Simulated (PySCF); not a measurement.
singlet silylene (H$_{2}$Si), singlet, geometry from GFN2-xTB.

The PySCF input:
```python
from pyscf import gto, scf, dft

mol = gto.Mole()
mol.atom = '''
    Si   -0.00666824   -0.00277970    0.12275926
    H     0.04778718    1.13172388   -0.83406892
    H     0.04556812   -1.09280805   -0.88456070
'''
mol.basis = 'pcseg-1'
mol.verbose = 4
mol.build()

mf = dft.RKS(mol)
mf.xc = 'pbe0'
mf.kernel()
```

Problem. What does this run give for the HOMO-LUMO gap, nuclear repulsion energy, total energy, HOMO energy, Mulliken (on the basis functions themselves) charges in atom order?

Solution. 
The HOMO-LUMO gap is 3.48 eV. The nuclear repulsion energy is 10.2148 Eh. The total energy is -290.462590 Ha and the HOMO energy is -6.61 eV. The Mulliken (on the basis functions themselves) charges in atom order comes out as Si1 0.22, H2 -0.11, H3 -0.11.
